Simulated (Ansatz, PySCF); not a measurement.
Process, species as SMILES: COB(C)OC [dimethoxy(methyl)borane] + 2 B (BH3) + 2 O (H2O) → BC (CH5B) [methylborane] + 2 BO (H3BO) + 2 CO (CH4O) [methanol]
Structures are relaxed separately at B3LYP-D3(BJ)/def2-TZVP in Ansatz (a program for electronic structure), one conformer each, not searched for the lowest. Frequencies are from Ansatz or PySCF.
Geometry of the first species:
SMILES: COB(C)OC
```xyz
15

B     -0.0105    -0.0186    -0.0022
C      0.3088     1.5174     0.1851
O     -1.2676    -0.5473    -0.0467
C     -2.4441     0.2312     0.0714
O      0.9749    -0.9555    -0.1368
C      2.3499    -0.6213    -0.1187
H      0.8951     1.8960    -0.6577
H     -0.5748     2.1472     0.2795
H      0.9251     1.6785     1.0748
H     -3.2933    -0.4471     0.0010
H     -2.4892     0.7489     1.0332
H     -2.5198     0.9703    -0.7305
H      2.9146    -1.5440    -0.2443
H      2.6090     0.0614    -0.9328
H      2.6395    -0.1598     0.8294
```

Property: bond separation energy (enthalpy at 298 K, with B3LYP-D3(BJ) rigid-rotor harmonic-oscillator terms), in kJ/mol. Cores are frozen in the correlated levels unless marked. Spin-orbit coupling is left out. Non-relativistic. Basis-set limits of correlation are two-point, X^-3; Hartree-Fock from the larger set. The bracket is a focal-point correction in the basis named.

| level | program | bond separation energy (kJ/mol) |
|---|---|---|
| PBE-D3(BJ)/def2-TZVPD | Ansatz + dftd3 | ___ |
| PBE0/STO-3G | Ansatz | -109.3 |
| TPSSh-D4/def2-TZVPD | PySCF + dftd4 | -18.0 |
| SCS-MP2/cc-pVDZ | Ansatz | -30.2 |
| CCSD/cc-pwCVTZ | Ansatz | ___ |
| RI-MP2/CBS(cc-pVTZ,cc-pVQZ)+[CCSD(T)-MP2]/cc-pVTZ | Ansatz | ___ |

Q: Complete the blanks.

A: 
- PBE-D3(BJ)/def2-TZVPD, bond separation energy (kJ/mol): -25.3
- CCSD/cc-pwCVTZ, bond separation energy (kJ/mol): -13.9
- RI-MP2/CBS(cc-pVTZ,cc-pVQZ)+[CCSD(T)-MP2]/cc-pVTZ, bond separation energy (kJ/mol): -9.4
